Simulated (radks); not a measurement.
Q: The mean radii <r> (bohr) of the occupied orbitals of an atom or ion are listed with their occupations. Calculated with a radial shooting solver on a logarithmic mesh with Libxc functionals: scalar-relativistic Kohn-Sham, LDA (Slater exchange, Perdew-Wang correlation), spin-polarised, spherical densities, point nucleus.

orbital  occ.      <r>
1s up       1  0.05855
1s down     1  0.05855
2s up       1   0.2677
2s down     1   0.2673
2p up       3   0.2360
2p down     3   0.2356
3s up       1   0.8120
3s down     1   0.8151
3p up       3   0.8571
3p down     3   0.8628
3d up       5    1.063
3d down     1    1.114

Name the element and its charge. Open shells, if any, are filled with parallel spins first.

A: Z = 26, iron, charge +2: Fe2+ in [Ar] 3d6. The 1s radius gives Z: for a bare nucleus <r> = (2 gamma + 1)/(2Z) with gamma = sqrt(1 - (Z/c)^2), 0.05699 bohr for Z = 26, and screening makes it slightly larger (0.05855 here). The occupations add up to 24, and the charge is Z minus that.
